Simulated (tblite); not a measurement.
C₈H₉F.
Structure used (GFN2-xTB), in Å, numbered top down from 1:
```xyz
18
C8H9F angstrom
C     -2.4788    0.0981   -0.4096
C     -1.5544   -0.6370    0.5638
C     -0.1229   -0.2623    0.3090
C      0.4483    0.8356    0.9417
C      1.7538    1.2096    0.6768
C      2.5179    0.4944   -0.2288
C      1.9392   -0.5933   -0.8549
F      2.6694   -1.3029   -1.7441
C      0.6378   -0.9817   -0.6031
H     -2.2287   -0.1593   -1.4363
H     -3.5158   -0.1726   -0.2251
H     -2.3736    1.1743   -0.2921
H     -1.8287   -0.3750    1.5875
H     -1.6836   -1.7137    0.4391
H     -0.1374    1.4019    1.6511
H      2.1824    2.0641    1.1785
H      3.5376    0.7653   -0.4501
H      0.2288   -1.8392   -1.1150
```

Calculated harmonic vibrations of the isolated species, GFN2-xTB (tblite), most abundant isotopes, no scaling. Against measured fundamentals such values can be off by several per cent, at times by over 20. One conformer, not necessarily the lowest.

Harmonic wavenumbers (cm⁻¹): 40.3, 124.2, 201.3, 223.5, 289.9, 302.1, 421.9, 426.5, 484.0, 510.6, 587.6, 663.3, 723.7, 795.8, 824.6, 879.8, 892.7, 926.5, 931.7, 992.7, 1032.2, 1069.1, 1080.0, 1117.6, 1149.5, 1184.7, 1231.5, 1259.1, 1270.1, 1320.1, 1330.8, 1408.9, 1444.4, 1476.3, 1486.5, 1497.1, 1505.0, 1592.5, 1607.9, 2979.1, 2987.8, 3035.5, 3036.1, 3040.9, 3080.6, 3092.8, 3100.9, 3114.4.

A = 2961, B = 1151, C = 890.2 MHz; mass 124.069 u (most abundant isotopes); point group C1, symmetry number 1.

Q: What is the zero-point energy?

A: ½Σν̃ = 31887 cm⁻¹ = 381.45 kJ/mol.

Q: Give the ideal-gas entropy at 400 K and 1 bar in the rigid-rotor, harmonic-oscillator model (classical rotation).

A: Translation 175.09, rotation 125.21, vibration 125.70: S = 426.0 J/(mol K).

Q: And Cp and H(400 K) − H(0)?

A: Cp = 183.06 J/(mol K), of which vibrations give 149.80 (their classical limit is 48 R = 399.1); H(400 K) − H(0) = 41.02 kJ/mol without the zero-point energy, 27.71 from vibrations.

Q: Blend soft modes into free rotors: weight 1/[1 + (100 cm⁻¹/ν̃)⁴] for the oscillator and the rest for a rotor with moment μB/(μ + B), μ = h/(8π²ν), B = 10⁻⁴⁴ kg m². What vibrational entropy results?

A: 117.58 J/(mol K) in place of 125.70, which changes −T·S at 400 K by +3.25 kJ/mol.

Q: Which modes carry the vibrational entropy at 400 K?

A: 40.3 cm⁻¹: 24.38; 124.2 cm⁻¹: 15.08; 201.3 cm⁻¹: 11.18; 223.5 cm⁻¹: 10.35; 289.9 cm⁻¹: 8.33; 302.1 cm⁻¹: 8.02 J/(mol K); the other 42 give 48.35 together.

Q: How do the functions run with temperature in this model?

A: 
| T (K) | S (J/(mol K)) | Cp (J/(mol K)) | H − H(0) (kJ/mol) | G − H(0) (kJ/mol) | ln q(vib) |
| --- | --- | --- | --- | --- | --- |
| 50 | 240.1 | 45.5 | 1.94 | -10.06 | 0.41 |
| 100 | 276.7 | 62.5 | 4.63 | -23.04 | 1.14 |
| 298.15 | 378.6 | 140.7 | 24.50 | -88.39 | 4.72 |
| 373.15 | 413.7 | 172.3 | 36.24 | -118.11 | 6.23 |
| 500 | 470.8 | 219.2 | 61.18 | -174.24 | 8.90 |
| 750 | 573.0 | 283.9 | 124.72 | -305.04 | 14.28 |
| 1000 | 660.7 | 324.9 | 201.18 | -459.53 | 19.49 |

q(vib) and H(0) count from the zero-point level.

Hindered rotation and anharmonicity are outside this model. Other conformers, if any are populated, would add a mixing term that is left out. The structure is chiral; the term R ln 2 for an equal mix with its mirror image is left out.

On Intel Xeon at 2.50 GHz, one thread, shared host with 64 logical CPUs at a one-minute load of 59, this took 1.7 s. This covers the Hessian and the dipole derivatives.
